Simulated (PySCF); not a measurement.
C3H9Sb, charge +1, multiplicity 2. Atoms are numbered in the order given.

```xyz
13

Sb     0.0000     0.0000     0.2695
C      1.7403    -1.0048    -0.4657
H      1.7351    -2.0441    -0.1107
H      2.6378    -0.4806    -0.1107
H      1.6842    -0.9724    -1.5660
C      0.0000     2.0095    -0.4657
H      0.9027     2.5247    -0.1107
H     -0.9027     2.5247    -0.1107
H      0.0000     1.9448    -1.5660
C     -1.7403    -1.0048    -0.4657
H     -1.7351    -2.0441    -0.1107
H     -1.6842    -0.9724    -1.5660
H     -2.6378    -0.4806    -0.1107
```
Charge +1, spin multiplicity 2.

Geometry: r2SCAN-D4/def2-SVP. The spin state was assumed, not searched. The isomer is the one that the SMILES or the coordinates give; other isomers of the formula were not compared. The def2 effective core potentials stand for the cores of Sb; spin–orbit coupling is left out.

All values below come from r2SCAN-D4/def2-SVP in PySCF.

Frequencies are harmonic and unscaled.

Modes within 1.5 cm⁻¹ of each other (mostly degenerate sets) share a row, with their intensities summed.

```tsv
mode	ν (cm⁻¹)	IR (km/mol)	moving atoms (share of kinetic energy)
1	86	0.0	H 100 %
2–3	93	0.1	H 97 %
4	138	0.3	C 49 %, H 29 %, Sb 21 %
5–6	140	0.3	C 61 %, H 31 %
7	498	0.1	C 81 %, H 15 %
8–9	531	6.2	C 71 %, H 15 %, Sb 14 %
10–11	724	0.0	H 88 %, C 12 %
12	739	0.0	H 88 %, C 12 %
13–15	857	137.6	H 80 %, C 18 %
16–17	1201	5.1	H 85 %, C 15 %
18	1235	2.6	H 86 %, C 14 %
19	1385	0.0	H 95 %
20–21	1399	17.8	H 95 %
22–23	1412	23.0	H 95 %
24	1429	30.8	H 96 %
25–26	3046	25.4	H 98 %
27	3048	4.3	H 98 %
28–29	3178	0.1	H 90 %, C 10 %
30	3181	28.8	H 90 %, C 10 %
31–33	3207	34.8	H 90 %, C 10 %
```
